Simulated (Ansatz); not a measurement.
Ideal-gas functions of BF$_{2}$HOZn (`[OH][Zn][B](F)F`) at 500 K and 1 bar, from an Ansatz frequency run at PBE0-D4/def2-TZVP.

Molar mass 131.21 g/mol, point group Cs (symmetry number 1), electronic degeneracy 1, moments of inertia 48.151, 318.859, 367.01 u Å². Harmonic wavenumbers (cm⁻¹, unscaled): 83, 96, 117, 228, 277, 485, 579, 668, 709, 1227, 1347, 3922.

Use S(trans) = R[1.5 ln M + 2.5 ln T − 1.1517]; rotational temperatures θ = 24.2544 K / I; S(rot) = R[ln(√π/σ · √(T³/θAθBθC)) + 1.5]; for each mode x = 1.438777 ν̃/T, S = R[x/(eˣ − 1) − ln(1 − e⁻ˣ)] and H = RT x/(eˣ − 1); 1 cm⁻¹ = 0.0119627 kJ/mol; R = 8.31446 J/(mol·K).

Task: By hand: the entropy, in J/(mol·K).

Result: Translation 180.4. Rotation: θ = 0.5037, 0.0761, 0.0661 K, giving 119.6. Vibration, mode by mode: 20.24, 19.04, 17.41, 11.97, 10.42, 6.19, 4.97, 4.05, 3.69, 1.13, 0.86, 0.00, in all 100.0. Electronic 0.0. Sum 400.0 J/(mol·K).

Task: By hand: H − E and G − E in kJ/mol, counted from the electronic energy.

Result: Zero-point energy ½ × 9738 × 0.0119627 = 58.2; thermal vibration 23.4; translation, rotation and pV give 4 RT = 16.6. H − E = 98.2 kJ/mol, and G − E = 98.2 − 500 × 400.0/1000 = -101.8 kJ/mol.

Vibration gives 25 % of the entropy, 56.7 J/(mol·K) of it from the modes under 150 cm⁻¹: soft modes count most, and the harmonic formula is weakest for them. The sum counts one conformer and one mirror image; others add a mixing term.
